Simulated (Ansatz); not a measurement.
CH₆BNSi (`B1NC[SiH2]1`). Charge 0, multiplicity 1. All single points use the PBE0-D4/def2-TZVP geometry.

```xyz
10

B     0.550   -0.644   -1.108
N     0.663   -0.898    0.257
C    -0.117    0.075    1.036
Si   -0.646    0.902   -0.620
H     1.074   -1.271   -1.976
H     1.187   -1.627    0.726
H    -0.910   -0.396    1.623
H     0.507    0.675    1.705
H    -2.114    0.866   -0.876
H    -0.196    2.316   -0.766
```

(1) What is the dipole moment at B3LYP/def2-TZVPP? (An estimate is asked.)

(2) And with PBE, r2SCAN, ωB97M-V? (An estimate is asked.)

(3) Give the Mulliken charges with B3LYP, r2SCAN, PBE in def2-TZVPP. (Estimate.)

Answers

(1) Ansatz gave: 1.70 D, with components (0.44, -0.70, 1.49) D in this frame, pointing from negative to positive charge.

(2) Computed: PBE 1.88 D, r2SCAN 1.81 D, ωB97M-V 1.70 D.

(3) Ansatz gave: 
| atom | B3LYP | r2SCAN | PBE |
| --- | --- | --- | --- |
| B1 | -0.03 | -0.04 | -0.06 |
| N2 | -0.14 | -0.14 | -0.08 |
| C3 | -0.20 | -0.14 | -0.17 |
| Si4 | 0.16 | 0.20 | 0.10 |
| H5 | 0.03 | 0.00 | 0.01 |
| H6 | 0.14 | 0.14 | 0.15 |
| H7 | 0.10 | 0.07 | 0.09 |
| H8 | 0.10 | 0.07 | 0.09 |
| H9 | -0.08 | -0.08 | -0.06 |
| H10 | -0.08 | -0.08 | -0.06 |

B3LYP here is the variant with VWN-RPA as its local correlation; programs differ in this.
